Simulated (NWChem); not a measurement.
Molecule: CH$_{6}$OSi$_{2}$, singlet; SMILES [SiH3][Si]OC

```xyz
10

Si     0.8526    -0.1624     0.5801
O     -0.3864    -1.0626    -0.1006
C     -0.4162    -2.4672    -0.1605
H     -1.3100    -2.8390     0.3651
H     -0.4795    -2.7894    -1.2119
H      0.4814    -2.9225     0.2979
Si    -0.2573     1.9300     0.0612
H      0.5227     3.1292     0.5103
H     -1.6012     1.9835     0.7263
H     -0.4701     2.0512    -1.4191
```
Atoms are numbered in this order, from 1.

All runs: NWChem. Low-valent species are run as closed-shell singlets; no triplet was tried in these runs. Coordinates come from a PBE0/def2-SVP optimisation. Level: PBE/def2-SVP with SMD (1 M gas to 1 M solution), gas-phase geometry. Reactions with the solvent are ignored.

| solvent | dielectric constant | solvation free energy (kcal/mol) | cavity-dispersion-structure term (kcal/mol) | dipole in solution (D) |
|---|---|---|---|---|
| water | 78.4 | 0.3 | 3.3 | 2.60 |
| dichloromethane | 8.93 | -2.9 | -0.6 | 2.55 |
| methanol | 32.6 | -2.6 | 0.4 | 2.58 |
| 1,4-dioxane | 2.21 | -1.1 | 0.2 | 2.33 |
| tetrahydrofuran | 7.43 | -2.4 | -0.2 | 2.54 |
| acetonitrile | 35.7 | -2.4 | 0.1 | 2.62 |
